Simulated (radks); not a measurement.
Values are calculated unless marked as measured or tabulated.
Q: All-electron atom: the technetium ion Tc14+ in [Ne] 3s2 3p5 3d10 4s1 4p1 (not the ground configuration). Code: a radial shooting solver on a logarithmic mesh with Libxc functionals. Model: scalar-relativistic Kohn-Sham, r2SCAN, spin-polarised, spherical densities, finite nucleus; open shells are filled with parallel spins first (spin-orbit coupling, left out, can overturn this in heavy ions); meta-GGA in the generalised Kohn-Sham scheme; Fermi nuclear charge, rms radius 4.4112 fm. Some entries of the table are withheld. Estimate them.

orbital,occ.,eigenvalue (hartree),<r^2> (bohr^2)
1s up,1,-781.5471,0.001587
1s down,1,-781.4473,0.001587
2s up,1,-122.5983,0.02628
2s down,1,-122.5740,0.02628
2p up,3,-111.0191,0.02069
2p down,3,-110.9447,0.02070
3s up,1,-31.14873,0.1902
3s down,1,-30.98809,0.1904
3p up,3,(1),0.1922
3p down,2,(2),0.1922
3d up,5,(3),0.1759
3d down,5,(4),0.1750
4s up,1,-12.48315,(5)
4s down,0,-12.03539,(6)
4p up,1,-11.17597,1.004
4p down,0,-10.76042,1.019

A: 
(1) 3p up eigenvalue (hartree): -27.28426
(2) 3p down eigenvalue (hartree): -27.11581
(3) 3d up eigenvalue (hartree): -21.09108
(4) 3d down eigenvalue (hartree): -20.94168
(5) 4s up <r^2> (bohr^2): 0.9238
(6) 4s down <r^2> (bohr^2): 0.9264
